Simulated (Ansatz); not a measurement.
```yaml
crystal:
  periodic: [false, false, false]
  atoms:
    - {symbol: C, position_ang: [-1.407962, 0.365290, 0.352910]}
    - {symbol: Si, position_ang: [0.145938, 0.271180, -0.372482]}
    - {symbol: C, position_ang: [1.435076, -0.703027, 0.383603]}
    - {symbol: F, position_ang: [-0.100253, 0.099373, -1.839994]}
    - {symbol: Cl, position_ang: [0.730539, 2.306559, -0.440901]}
    - {symbol: H, position_ang: [-1.475408, 0.507688, 1.198075]}
    - {symbol: H, position_ang: [-2.146792, 0.777815, -0.325308]}
    - {symbol: H, position_ang: [-2.055210, -0.712092, 0.240375]}
    - {symbol: H, position_ang: [1.541937, -0.313722, 1.516835]}
    - {symbol: H, position_ang: [2.278662, -0.699299, -0.217777]}
    - {symbol: H, position_ang: [1.009718, -1.985835, 0.365158]}
basis:
  gaussian: {orbitals: cc-pVDZ}
hamiltonian: {xc: {name: r2SCAN}}
relax: {f_tol: 0.001, max_steps: 3}
```

```sh
$ ansatz run in.yaml --threads 4 --pin off --events-out ev --progress --plain --max-ram 10444MiB
```

Shortened log:

```
Functional definition: r2SCAN
1346 factors; their error is unknown
mean field evaluation 1: about -25273.4922 eV, gradient 7.1e1 eV
mean field evaluation 2: about -25266.0946 eV, gradient 8.4e1 eV
mean field evaluation 4: about -25285.1060 eV, gradient 3.7e0 eV
mean field evaluation 8: about -25285.1440 eV, gradient 1.0e-1 eV
mean field evaluation 16: about -25285.0921 eV, gradient 1.6e-4 eV
mean field -25285.09211312 eV, -929.2099963063 hartree, gradient 1.6e-5 eV, S^2 0.000000; 0 other end points of the search recorded, 0 dependent functions left out
reference -25285.09212255 eV, -929.2099966527 hartree; 29, 29 occupied and 79, 79 virtual orbitals, 1346 factors
relax step   1: F+E_penalty+E_count = -25285.09211312 eV  Δ(F+E_penalty+E_count) = +0.000e0 eV  max|allowed force component| = 1.641e1 eV/Å  Δτ_max = 0.0000 Å  (30 SCF iters, accepted)
1346 factors; their error is unknown
mean field -25288.69556352 eV, -929.3424206659 hartree, gradient 1.3e-5 eV, S^2 0.000000; 0 other end points of the search recorded, 0 dependent functions left out
reference -25288.69557295 eV, -929.3424210123 hartree; 29, 29 occupied and 79, 79 virtual orbitals, 1346 factors
relax step   2: F+E_penalty+E_count = -25288.69556352 eV  Δ(F+E_penalty+E_count) = -3.603e0 eV  max|allowed force component| = 3.191e0 eV/Å  Δτ_max = 0.1952 Å  (36 SCF iters, accepted)
1346 factors; their error is unknown
mean field evaluation 32: about -25289.1260 eV, gradient 6.0e-4 eV
mean field -25289.12599270 eV, -929.3582386466 hartree, gradient 2.2e-5 eV, S^2 0.000000; 0 other end points of the search recorded, 0 dependent functions left out
reference -25289.12600210 eV, -929.3582389918 hartree; 29, 29 occupied and 79, 79 virtual orbitals, 1346 factors
relax step   3: F+E_penalty+E_count = -25289.12599270 eV  Δ(F+E_penalty+E_count) = -4.304e-1 eV  max|allowed force component| = 9.305e-1 eV/Å  Δτ_max = 0.0865 Å  (30 SCF iters, accepted)
Error: geometry relaxation did not converge after 3 steps: max|allowed force component| = 9.30e-1 eV/Å (threshold 1.0e-3). Raise `relax.max_steps` over both its present limit and 3, loosen `relax.f_tol`, or start from a geometry closer to equilibrium. Where this run's directory can be resumed (`checkpoint.write`), a resume goes on for up to `relax.max_steps` more
```

(1) Something in this input is off. What?

Answers

(1) The relaxation is allowed too few steps for its threshold. The run did not converge.
